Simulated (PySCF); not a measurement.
FOS, SMILES O=[S]F (connectivity only; charge and spin as stated), charge -1, multiplicity 1.

Geometry optimised at PBE0-D3(BJ)/def2-TZVPD. The multiplicity is an assumed one; other spin states were not compared. The isomer is the one that the SMILES or the coordinates give; other isomers of the formula were not compared.

Two levels are set side by side: PBE/def2-TZVPD (PySCF) and B3LYP/def2-TZVPD (PySCF). Same geometry, gas phase. Differences are taken from unrounded values.

```csv
quantity,B3LYP,PBE,PBE minus B3LYP
orbital gap (eV),3.05,1.58,-1.47
highest occupied level (eV),0.96,2.01,1.04
lowest empty level (eV),4.01,3.59,-0.43
mean polarisability (bohr³),45.1,50.9,5.9
```

Without exact exchange PBE keeps part of each electron's self-repulsion, which lifts occupied levels and narrows the gap. Loosely held outer electrons make PBE densities more polarisable. Differences between two approximate levels are no errors against the true value.

Rough cost on one machine, each run with all the roots and properties that it gave: B3LYP against PBE within a factor of 2.
